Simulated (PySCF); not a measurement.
BFClBr, SMILES FB(Cl)Br.

Geometry: TPSSh-D3(BJ)/def2-SVP.

Calculation: PySCF with PBE/def2-TZVPD.

Gas-phase values at a fixed geometry.

Question: Estimate the frontier levels, gap, dipole moment and polarisability. (The exact figures need the calculation; the answer reports its results.)

Answer: 
```
Quantity                                                                                                        Value
---------------------------------------------------------------------------------------------  ----------------------
highest occupied level                                                                                       -7.57 eV
lowest empty level                                                                                           -2.28 eV
orbital gap                                                                                                   5.28 eV
dipole moment                                                                                               0.059 e·Å
quadrupole, principal values (traceless, Buckingham form, about the centre of nuclear charge)   -2.35, 0.91, 1.43 D·Å
mean static polarisability                                                                       51.9 bohr³ (7.69 Å³)
polarisability, principal values                                                               40.0, 48.2, 67.4 bohr³
```
